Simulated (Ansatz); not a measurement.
FH$_{3}$OSiZn (`[F][Zn][O][SiH3]`). Charge 0, multiplicity 1.

```xyz
7

F     0.4653   -1.6922   -3.2909
Zn    0.0054   -0.8132   -1.8673
O    -0.5219    0.0925   -0.4706
Si   -0.0869    0.5022    1.0436
H    -1.1478    1.3612    1.6303
H     0.0854   -0.7040    1.9024
H     1.2005    1.2536    1.0524
```

Task: What are the harmonic wavenumbers in cm⁻¹ at PBE0-D4/def2-TZVP (Ansatz, finite differences of forces, unscaled)? (Best estimate.)

Result: Computed: 27, 69, 163, 171, 469, 704, 723, 731, 954, 959, 992, 1055, 2195, 2201, 2227.

Task: Is this a minimum?

Result: Yes, all 15 modes are real.

Task: Give the ideal-gas thermochemistry at 298.15 K and 1 bar (rigid rotor, harmonic oscillator; point group Cs, symmetry number 1).

Result: Zero-point energy 81.6 kJ/mol; H(298) − E = 101.0 kJ/mol; entropy 349.5 J/(mol·K), of which translation 169.7, rotation 107.9, vibration 71.8; G(298) − E = -3.2 kJ/mol. Modes under 100 cm⁻¹ are hindered rotations or soft bends, so the harmonic entropy is rough.

Task: And at 400, 500, 600, 800 and 1000 K?

Result: 
| T (K) | H − E (kJ/mol) | S (J/mol/K) | G − E (kJ/mol) |
| --- | --- | --- | --- |
| 400 | 110.6 | 377.1 | -40.2 |
| 500 | 121.2 | 400.6 | -79.1 |
| 600 | 132.6 | 421.5 | -120.2 |
| 800 | 157.5 | 457.1 | -208.2 |
| 1000 | 184.1 | 486.8 | -302.7 |
